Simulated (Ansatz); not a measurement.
NbSeBr3. Charge 0, multiplicity 3. Geometry PBE0-D4/def2-SVP, that of the neutral singlet; atoms count from 1.

```xyz
5

Nb    0.0009   -0.0002    0.0004
Se   -2.0039    0.4932   -0.8952
Br    0.9262   -1.8671   -1.2190
Br   -0.3365   -0.5725    2.3214
Br    1.4133    1.9467   -0.2076
```

In the def2 sets Nb takes a core potential; there is no spin–orbit coupling. At PBE0-D4/def2-TZVP a singlet of charge 0 lies 2.36 eV below the triplet at the same geometry.

**Question.** Estimate the Mulliken populations from the PBE0/def2-TZVP orbitals of Ansatz.

**Answer.** 
```csv
atom,charge (e),spin (α − β),d electrons
Nb1,1.06,0.87,3.27
Se2,-0.16,0.93,–
Br3,-0.29,0.09,–
Br4,-0.32,0.02,–
Br5,-0.29,0.09,–
```
Mulliken values depend strongly on the basis.

**Question.** Where does the spin sit?

**Answer.** Summed by element: Nb 0.87, Se 0.93, Br 0.20, of 2 unpaired in all. Largest on single atoms: Se2 0.93, Nb1 0.87, Br3 0.09.

**Question.** And the Mayer bond orders between heavy atoms (over 0.3)?

**Answer.** Nb1–Se2 1.39 (2.25 Å); Nb1–Br3 1.11 (2.41 Å); Nb1–Br4 1.08 (2.41 Å); Nb1–Br5 1.11 (2.41 Å).
